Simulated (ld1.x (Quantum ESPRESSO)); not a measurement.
Which change was made? (Cd, TM)

* Element: cadmium (Cd)
* Generator: ld1.x (Quantum ESPRESSO) 7.5
* Type: norm-conserving Troullier–Martins (Kleinman–Bylander form)
* Functional: PBE
* Relativity: fully relativistic
* Frozen core: [Kr]
* Valence charge: 12
* Reference configuration: 4d10 5s2 5p0
* Partial waves: 5p (bound, empty): rc 3.10 bohr; 4d (bound): rc 1.60 bohr; 5s (bound): rc 1.80 bohr
* Local potential: the s channel
* Core correction: Bessel-smoothed model core inside 1.30 bohr

Open shells are filled in proportion to 2j + 1 (rel_dist='average').

Cutoffs, loose and tight: the cutoffs (Ry, on a coarse ladder) from which the occupation-weighted sum of valence levels, in a spherical-Bessel basis at the reference potential, stays within 10 and 1 mRy of its value at 400 Ry. They do not see the model core or the augmentation charge, which bear on the density cutoff. Test errors are all-electron minus pseudo excitation energies from the reference, over the configurations 4d10 5s1 5p0; 4d10 5s0 5p0; 4d9 5s0 5p0; 4d10 5s1.5 5p0; 4d10 5s0 5p2; 4d10 5s1 5p1; 4d9 5s2 5p0; variants that change the core or the reference have their own tests. The largest error is taken over the tests solved by every variant that gives reliable tests at all, those not shown here included: 4d10 5s0 5p0; 4d10 5s0 5p2; 4d10 5s1 5p0; 4d10 5s1 5p1; 4d9 5s0 5p0.

The base gives: outcome: generated; cutoff, loose: 70 Ry; cutoff, tight: 110 Ry; bound ghosts: none; largest test error (meV): -230.

(1) After one change the result is: outcome: generated; cutoff, loose: 50 Ry; cutoff, tight: 90 Ry; bound ghosts: none; largest test error (meV): -239. Which change was it?
A. all radii but the core radius scaled by about 1.38 (s 2.48, p 4.28, d 2.20 bohr)
B. all radii but the core radius scaled by about 1.16 (s 2.08, p 3.58, d 1.86 bohr)
C. all radii but the core radius scaled by about 0.77 (s 1.38, p 2.40, d 1.24 bohr)

Answers

(1) A. The others give: all radii but the core radius scaled by about 0.77 (s 1.38, p 2.40, d 1.24 bohr) → outcome: generated; cutoff, loose: 110 Ry; cutoff, tight: 180 Ry; bound ghosts: p3/2, p1/2; largest test error (meV): -285 | all radii but the core radius scaled by about 1.16 (s 2.08, p 3.58, d 1.86 bohr) → outcome: generated; cutoff, loose: 60 Ry; cutoff, tight: 100 Ry; bound ghosts: none; largest test error (meV): -220.
